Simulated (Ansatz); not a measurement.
Species: chloro(dimethoxy)borane, C₂H₆BClO₂ (charge 0, singlet). SMILES: COB(Cl)OC
Structure (B3LYP-D3(BJ)/def2-TZVP (Ansatz, a first-principles code) minimum search):
```
B
O 1 1.3469
O 1 1.3469 2 118.24
C 3 1.4227 1 124.35 2 180.00
H 4 1.0879 3 106.98 1 180.00
H 4 1.0910 5 109.48 3 -120.32
H 4 1.0910 5 109.48 6 -119.35
C 2 1.4227 1 124.35 3 -180.00
H 8 1.0879 2 106.98 1 180.00
H 8 1.0910 9 109.48 2 -120.32
H 8 1.0910 9 109.48 10 -119.35
Cl 1 1.8006 2 120.88 8 0.00
```

Quantity: atomisation energy (electronic, to ground-state atoms); the coupled-cluster value holds the core correlation from cc-pwCVTZ, in kJ/mol. Valence correlation only, unless marked. UHF or UKS for open shells. Spin-orbit coupling is left out. No relativistic terms. CBS marks a two-point X^-3 extrapolation of the correlation energy; Hartree-Fock from the larger set.

Level to compare with: CCSD(T)/CBS(cc-pV(T+d)Z,cc-pV(Q+d)Z) plus the core term (Ansatz), 4876.6 kJ/mol. It is a level with limits of its own, and the differences hold the functionals' basis error too.

**Question.** Rank these functionals by how close they come to CCSD(T)/CBS(cc-pV(T+d)Z,cc-pV(Q+d)Z), closest first: B3LYP/def2-TZVPD (Ansatz); PBE/def2-TZVPD (Ansatz); BHLYP/def2-TZVPD (Ansatz); r2SCAN0/def2-TZVPD (Ansatz).

**Answer.** B3LYP/def2-TZVPD (global hybrid, 4816.1 kJ/mol, difference -60.5), PBE/def2-TZVPD (GGA, 4949.8 kJ/mol, difference 73.2), r2SCAN0/def2-TZVPD (hybrid meta-GGA, 4796.3 kJ/mol, difference -80.3), BHLYP/def2-TZVPD (global hybrid, 4677.2 kJ/mol, difference -199.4)
